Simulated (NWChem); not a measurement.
# C2H4O3Si; SMILES C1(=O)[Si@@H](O)CO1

```xyz
10

O     -1.3837    -1.8253     0.0496
C     -0.4929    -1.0255    -0.0307
O      0.8579    -1.3465     0.1588
C      1.5664    -0.0682     0.0800
Si    -0.0499     0.8449    -0.4068
O     -0.6717     2.1193     0.4813
H      2.0175     0.1810     1.0632
H      2.3722    -0.1298    -0.6796
H     -0.1618     1.2933    -1.8310
H     -0.7755     1.9740     1.4383
```
Atoms are numbered in this order, from 1.

All runs: NWChem. Pople sets run with spherical d functions. Coordinates come from a PBE-D3(BJ)/def2-SVP optimisation. Atomic charges in e: unrestrained fits to the electrostatic potential beside Mulliken populations; buried atoms are poorly determined by the fit.

### Question
Estimate the computed values for Hartree-Fock/6-31G*. Quantities: ESP O1; Mulliken O1; ESP C2; Mulliken C2; ESP O3; Mulliken O3; ESP C4; Mulliken C4; ESP Si5; Mulliken Si5; relative RMS misfit of the potential (%).

### Answer
- ESP O1: -0.52
- Mulliken O1: -0.52
- ESP C2: 0.53
- Mulliken C2: 0.52
- ESP O3: -0.40
- Mulliken O3: -0.63
- ESP C4: 0.01
- Mulliken C4: -0.31
- ESP Si5: 0.60
- Mulliken Si5: 1.05
- relative RMS misfit of the potential (%): 17
